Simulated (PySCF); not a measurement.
# Energy of Sm(2+) (samarium, charge +2) between two integer charges

The 4f alpha orbital of [Xe] 4f6 is emptied in steps (occupation f), with all orbitals relaxed, ending at [Xe] 4f5. Calculation: PySCF 2.14, in def2-SVP with the def2 core potential (28 electrons) (10s6p4d3f1g, 78 functions); scalar relativity through the core potential. The exact energy is a straight line in f; departures are measured from the line between the end points of the same method.

```json
{"f": "1", "MN15 (eV)": "0.000"}
{"f": "0.9", "MN15 (eV)": "-0.467"}
{"f": "0.7", "MN15 (eV)": "-1.107"}
{"f": "0.5", "MN15 (eV)": "-1.339"}
{"f": "0.3", "MN15 (eV)": "-1.142"}
{"f": "0.1", "MN15 (eV)": "-0.497"}
{"f": "0", "MN15 (eV)": "0.000"}
```

| method | E(f=0) − E(f=1) (eV) | −ε at f=1 (eV) | −ε at f=0.5 (eV) |
| --- | --- | --- | --- |
| MN15 | 25.650 | 20.496 | 25.546 |

Orbital energy along the path (eV):

```json
{"f": "1", "MN15": "-20.496"}
{"f": "0.9", "MN15": "-21.460"}
{"f": "0.7", "MN15": "-23.456"}
{"f": "0.5", "MN15": "-25.546"}
{"f": "0.3", "MN15": "-27.736"}
{"f": "0.1", "MN15": "-30.031"}
{"f": "0", "MN15": "-31.220"}
```

Reference removal energy between the ground levels: 23.55 ± 0.08 eV (semi-empirical (NIST evaluation); NIST Atomic Spectra Database, ionization energies). The calculation has no spin-orbit coupling. The determinant left behind need not be the lowest term of the ion.
